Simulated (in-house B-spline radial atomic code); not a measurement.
The numbers below are computed, except where a source is named.
# Ga in an electron gas of r_s = 1.65: phase shifts, screening and friction

A nucleus sits in a uniform electron gas with a rigid positive background. The Kohn-Sham equations are solved self-consistently in the spin-unpolarised LDA (PW92), non-relativistic, on B-splines with outgoing waves at the boundary and partial waves to l = 8. The model has no lattice, no bands and no magnetic solution. Atomic units; δ_l are the phase shifts at the Fermi level, counted so that each bound state adds π, and good to about 0.0005.

The density parameter is r_s = 1.65 bohr.

```
l  δ_l (rad)
0     9.5859
1     7.0102
2     3.3889
3     0.1152
4     0.0256
5     0.0062
6     0.0016
7     0.0004
8     0.0001
```

Bound levels below the band bottom (hartree): p -39.53, s -4.749, p -3.093, d -0.2548, s -0.02566 and deeper ones.

(1) Check the Friedel sum rule, and say where the screening charge sits.

(2) Find the transport cross section and the electronic stopping of a 2 keV Ga ion (mass 69.72 u).

## Answers

(1) k_F = (9π/4)^(1/3)/r_s = 1.16313. The rule is Z = (2/π) Σ (2l + 1) δ_l. The terms are s 6.103, p 13.388, d 10.787, f 0.513 and 0.208 beyond, in all 31.000 against Z = 31. Bound states hold 8 s, 12 p, 10 d electrons, so the scattering states carry 1.00 in all; where a term is smaller than its bound count, the bound level has drawn weight out of the band.

(2) σ_tr = (4π/k_F²) Σ (l + 1) sin²(δ_l − δ_(l+1)). The terms for l = 0 to 3 are 0.2875, 0.4260, 0.0521, 0.0320, all together 0.7996, so σ_tr = 9.289 × 0.7996 = 7.427 bohr². With n = 3/(4π r_s³) = 0.05314, the friction coefficient is Q = n k_F σ_tr = 0.4591. For v well below v_F = 1.163, dE/dx = Q v; with 24801 eV per u at v = 1, v = √(2000/(24801 × 69.72)) = 0.0340, so dE/dx = 0.01561 hartree/bohr = 8.03 eV/nm. The largest term couples the p and d waves.
